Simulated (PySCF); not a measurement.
MgF₂, SMILES [F][Mg][F].

The structure is a stationary point at ωB97X-D3(BJ)/def2-TZVP. The isomer is the one that the SMILES or the coordinates give; other isomers of the formula were not compared.

Two levels are set side by side: PBE/def2-TZVPD (PySCF) and PBE0/def2-TZVPD (PySCF). Same geometry, gas phase. Differences are taken from unrounded values.

```tsv
quantity	PBE0	PBE	PBE minus PBE0
orbital gap (eV)	8.50	5.81	-2.70
highest occupied level (eV)	-10.28	-8.35	1.93
lowest empty level (eV)	-1.77	-2.54	-0.77
mean polarisability (bohr³)	18.0	20.8	2.8
```

PBE's occupied levels lie high since its potential decays too fast outside the molecule; exact exchange lowers them and widens the gap. Loosely held outer electrons make PBE densities more polarisable. Differences between two approximate levels are no errors against the true value.

Rough cost on one machine, each run with all the roots and properties that it gave: PBE0 against PBE within a factor of 2.
